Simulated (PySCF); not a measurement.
Computed vibrations of [Dy(NH3)]3+

[Dy(NH3)]3+ (singlet in the valence; each metal's 4f electrons, 9 of them, lie in its core potential, out of spins and levels). PySCF 2.14.0, RKS PBE, Dy lcecp-1-SVP with ECP55, N def2-SVP, H def2-SVP; non-relativistic Hamiltonian with scalar-relativistic core potentials where named; density fitting; no spin-orbit coupling. Central differences of gradients.

```xyz
5

Dy    0.0000    0.0000   -0.2259
N     0.0000    0.0000    2.0927
H     0.9517    0.0000    2.5571
H    -0.4759    0.8241    2.5571
H    -0.4758   -0.8242    2.5571
```

Run from Python with OMP_NUM_THREADS=2. Where DIIS fails, smearing, a level shift and second-order steps follow.
It took 58 s on 2 threads of Intel(R) Xeon(R) Processor @ 2.50GHz (Skylake/Cascade Lake) (shared host).

**Question.** What are the harmonic wavenumbers and infrared intensities?

**Answer.** Modes are labelled in C3v; negative numbers are unstable modes, those under 60 cm⁻¹ near the noise; a finer grid moves soft modes by up to 10 cm⁻¹.
```csv
cm⁻¹,km/mol,symmetry
399,5.6,a1
685,68.2,e
685,68.2,e
1383,121.2,a1
1502,71.9,e
1502,71.9,e
3107,445.4,a1
3156,260.5,e
3156,260.5,e
```

**Question.** Is this a minimum?

**Answer.** Yes. Ideal gas at 298.15 K and 1 bar: S = 276.6 J/(mol K), Cp = 47.7 J/(mol K), H − H(0 K) = 11.4 kJ/mol (rigid rotor, harmonic modes, spin degeneracy alone, that of the 4f electrons in the core included).

An lcecp potential fixes the number of 4f electrons, so in runs with it no electron can move into or out of that shell.
